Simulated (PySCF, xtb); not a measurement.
C₄H₇NSi, SMILES C/C(C#N)=C/[SiH3].

xtb with GFN2-xTB at its own geometry gives an orbital gap of 3.67 eV and a dipole moment of 3.50 D.

Geometry: B3LYP-D3(BJ)/def2-SVP. A frequency run showed that this geometry is not a minimum. The structure was generated by enumeration; whether it is a known compound was not checked.

Question: What does PBE/def2-TZVP run with PySCF give? (An estimate is asked for; the answer gives what the named calculation found.)

Answer: gap 4.17 eV (levels -6.95 and -2.78 eV), dipole 3.84 D.
